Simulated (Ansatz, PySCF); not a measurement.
SiHFBr2, SMILES F[SiH](Br)Br. Atoms are numbered in the order given.

```xyz
5

Si     0.4287     0.7308     0.0000
F     -0.4907     2.0607     0.0000
Br    -0.0378    -0.4331    -1.8122
Br    -0.0378    -0.4331     1.8123
H      1.8438     1.1321     0.0000
```
Charge 0, spin multiplicity 1.

The structure is a stationary point at TPSSh-D3(BJ)/def2-SVP. The structure was generated by enumeration, and PubChem lists no compound with its InChIKey, so it may never have been made.

Two levels are set side by side: PBE-D3(BJ)/def2-SVP (Ansatz, a quantum-chemistry and plane-wave program) and TPSSh-D3(BJ)/def2-SVP (PySCF). Each level has its own optimised geometry; the coordinates shown are those of the second. Frequencies come from the Hessian of PySCF at each geometry. Differences are taken from unrounded values.

| quantity | TPSSh-D3(BJ) | PBE-D3(BJ) | PBE-D3(BJ) minus TPSSh-D3(BJ) |
|---|---|---|---|
| mean bond length (Å) | 1.874 | 1.886 | 0.013 |
| bond Si1–F2 (Å) | 1.617 | 1.628 | 0.011 |
| bond Si1–Br3 (Å) | 2.204 | 2.215 | 0.011 |
| bond Si1–Br4 (Å) | 2.204 | 2.215 | 0.011 |
| bond Si1–H5 (Å) | 1.471 | 1.489 | 0.018 |
| highest harmonic wavenumber (cm⁻¹) | 2344 | 2238 | -106 |
| mean harmonic wavenumber (cm⁻¹) | 703 | 676 | -27 |
| zero-point energy (kcal/mol) | 9.05 | 8.70 | -0.34 |

GGA bonds tend to be longer and softer than those of functionals with exact exchange. Differences between two approximate levels are no errors against the true value.
